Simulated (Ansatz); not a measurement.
`[SiH3][NH][SbH2]` + `O[AsH2]` → `O[AsH][SiH3]` + `[NH2][SbH2]` at 400 K and 1 bar (ligand exchange at the Si–N bond).

Calculated with Ansatz (gas phase, PBE0-D4/def2-TZVP geometries, no zero-point term in ΔE). CCSD(T)/CBS adds triple-zeta CCSD(T) − MP2 to the extrapolated MP2 energy (def2 sets, frozen cores). def2 core potentials past Kr. For As, Sb outer-core shells are correlated without core-valence functions, which leaves a few kJ/mol of doubt a bond. Scalar relativity is left out up to krypton. One conformer a species, not always the lowest.

```csv
species,CCSD(T)/CBS energy (Eh),H − E (kJ/mol),S (J/(mol·K))
`[SiH3][NH][SbH2]`,-587.40566,172.3,372.1
`O[AsH2]`,-2311.97217,94.9,282.5
`O[AsH][SiH3]`,-2602.26090,151.1,355.8
`[NH2][SbH2]`,-297.10356,122.5,298.1
```

H − E and S are ideal-gas, rigid-rotor, harmonic terms from PBE0-D4/def2-TZVP, for one conformer and one mirror image of each species. 1 Eh = 2625.50 kJ/mol, R = 8.31446 J/(mol·K).

Task: By hand: ΔE, ΔH, ΔS and ΔG.

Result: ΔE = (-2602.26090) + (-297.10356) − (-587.40566) − (-2311.97217) = 0.01337 Eh = 35.1 kJ/mol. Δ(H − E) = 151.1 + 122.5 − 172.3 − 94.9 = 6.4, so ΔH = 41.5 kJ/mol. ΔS = 355.8 + 298.1 − 372.1 − 282.5 = -0.7 J/(mol·K). ΔG = 41.5 − 400 × (-0.7)/1000 = 41.8 kJ/mol.

Task: By hand: the equilibrium constant, and the temperature at which ΔG would vanish if ΔH and ΔS stayed fixed.

Result: log₁₀ K = −ΔG/(RT ln 10) = -5.5. ΔH and −TΔS have one sign here, so there is no such temperature. One of them is within its doubt of zero, so this could turn.

The number of gas molecules stays the same, so ΔS is small and ΔH decides. A doubt of 5 kJ/mol in ΔE shifts log₁₀ K by 0.7 here. Other conformers and mirror images would add mixing entropy, several J/(mol·K) or more a flexible species. These are equilibria of isolated gas molecules and say nothing of rates. Largest T1 diagnostic: 0.013 (customary marks: 0.02 for closed shells, 0.045 for open ones).
